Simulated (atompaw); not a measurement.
## Which change was made? (Os, PAW (atompaw))

* Element: osmium (Os)
* Generator: atompaw 4.2.0.5
* Type: PAW
* Functional: PBE
* Relativity: scalar-relativistic
* Frozen core: [Xe] 4f14
* Valence charge: 8
* Reference configuration: 5d6 6s2 6p0
* Partial waves: 6s (bound): rc 2.50 bohr; 6s channel at 1.1 Ry: rc 2.50 bohr; 6p (bound, empty): rc 3.00 bohr; 6p channel at 2.1 Ry: rc 3.00 bohr; 5d (bound): rc 1.95 bohr; 5d channel at 1.4 Ry: rc 3.00 bohr
* Local potential: troulliermartins scheme with l = 3 at 0 Ry, radius 2.45 bohr
* Core correction: smooth core density matched at 2.40 bohr
* Augmentation charge: besselshape compensation charge, radius 2.75 bohr; PAW radius 3.00 bohr; waves and projectors: custom polynom2 7 10 vanderbiltortho

Cutoffs, loose and tight: the cutoffs (Ry, on a coarse ladder) from which the occupation-weighted sum of valence levels, in a spherical-Bessel basis at the reference potential, stays within 10 and 1 mRy of its value at 400 Ry. They see the waves, projectors and local potential, not the compensation charge or the core.

The base gives: outcome: generated; cutoff, loose: 21 Ry; cutoff, tight: 30 Ry; bound ghosts: none.

Problem. After one change the result is: outcome: generated; cutoff, loose: 35 Ry; cutoff, tight: 70 Ry; bound ghosts: none. Which change was it?
A. all radii scaled by about 0.89 (s 2.24, p 2.68, d 1.74 bohr); local potential troulliermartins scheme with l = 3 at 0 Ry, radius 2.20 bohr; augmentation besselshape compensation charge, radius 2.46 bohr; PAW radius 2.68 bohr; waves and projectors: custom polynom2 7 10 vanderbiltortho; core correction smooth core density matched at 2.14 bohr
B. all radii scaled by about 1.29 (s 3.24, p 3.88, d 2.52 bohr); local potential troulliermartins scheme with l = 3 at 0 Ry, radius 3.18 bohr; augmentation besselshape compensation charge, radius 3.56 bohr; PAW radius 3.88 bohr; waves and projectors: custom polynom2 7 10 vanderbiltortho; core correction smooth core density matched at 3.10 bohr
C. all radii scaled by about 0.76 (s 1.90, p 2.28, d 1.48 bohr); local potential troulliermartins scheme with l = 3 at 0 Ry, radius 1.86 bohr; augmentation besselshape compensation charge, radius 2.10 bohr; PAW radius 2.28 bohr; waves and projectors: custom polynom2 7 10 vanderbiltortho; core correction smooth core density matched at 1.84 bohr

Solution. B. The others give: all radii scaled by about 0.89 (s 2.24, p 2.68, d 1.74 bohr); local potential troulliermartins scheme with l = 3 at 0 Ry, radius 2.20 bohr; augmentation besselshape compensation charge, radius 2.46 bohr; PAW radius 2.68 bohr; waves and projectors: custom polynom2 7 10 vanderbiltortho; core correction smooth core density matched at 2.14 bohr → outcome: generated; cutoff, loose: 25 Ry; cutoff, tight: 120 Ry; bound ghosts: s | all radii scaled by about 0.76 (s 1.90, p 2.28, d 1.48 bohr); local potential troulliermartins scheme with l = 3 at 0 Ry, radius 1.86 bohr; augmentation besselshape compensation charge, radius 2.10 bohr; PAW radius 2.28 bohr; waves and projectors: custom polynom2 7 10 vanderbiltortho; core correction smooth core density matched at 1.84 bohr → outcome: generated; cutoff, loose: 45 Ry; cutoff, tight: 260 Ry; bound ghosts: s, p.
